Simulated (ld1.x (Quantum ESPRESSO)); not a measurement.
# Before and after: TM potential for Se

* Element: selenium
* Generator: ld1.x (Quantum ESPRESSO) 7.5
* Type: norm-conserving Troullier–Martins (Kleinman–Bylander form)
* Functional: PBEsol
* Relativity: scalar-relativistic
* Frozen core: [Ar] 3d10
* Valence charge: 6
* Reference configuration: 4s2 4p4
* Partial waves: 4s (bound): rc 1.30 bohr; 4p (bound): rc 1.65 bohr
* Local potential: all-electron potential smoothed inside 1.45 bohr (lloc = -2)
* Core correction: a·sin(br)/r model core inside 0.70 bohr

Change: wave 4s (bound): rc 1.30 bohr becomes 4s (bound): rc 1.26 bohr.

Cutoffs: the cutoffs (Ry, on a coarse ladder) from which the occupation-weighted sum of valence levels, in a spherical-Bessel basis at the reference potential, stays within 10 and 1 mRy of its value at 400 Ry; they do not see the model core or the augmentation charge, which bear on the density cutoff. Errors are all-electron minus pseudo energies relative to the spin-unpolarised reference configuration.

Question: What does the change do?

Answer: The potential gets harder (40 Ry and 90 Ry → 50 Ry and 110 Ry); of the 7 tests that both files solve, the error grows in 0 and shrinks in 1 by more than 15 % and 0.3 meV (median size 7.1 → 7.9 meV); neither file shows a bound ghost. A smaller radius makes the pseudo-wave follow the all-electron one further in, where it bends more sharply, so more plane waves are needed.

| quantity | base | changed |
| --- | --- | --- |
| cutoff, loose | 40 Ry | 50 Ry |
| cutoff, tight | 90 Ry | 110 Ry |
| loose cutoff by channel (10 mRy a level) | s 35 Ry, p 8 Ry | s 40 Ry, p 8 Ry |
| bound ghosts | none | none |
| error for 4s2 4p3, meV [ΔE 10.85 eV] | -0.7 | -0.6 |
| error for 4s2 4p2, meV [ΔE 31.22 eV] | -3.8 | -3.2 |
| error for 4s2 4p1, meV [ΔE 62.12 eV] | -25 | -22 |
| error for 4s1 4p5, meV [ΔE 10.89 eV] | -7.1 | -7.9 |
| error for 4s2 4p0, meV [ΔE 104.33 eV] | -102 | -94 |
| error for 4s2 4p4.3, meV [ΔE -1.59 eV] | +0.3 | +0.3 |
| error for 4s0 4p6, meV [ΔE 21.98 eV] | -28 | -32 |
| s: phases at 1.81 bohr within 0.05 rad from the reference energy up to (Ry; the scan ends near 5) | 2.8 | 2.6 |
| p: phases at 1.81 bohr within 0.05 rad from the reference energy up to (Ry; the scan ends near 5) | 4.8 | 4.8 |
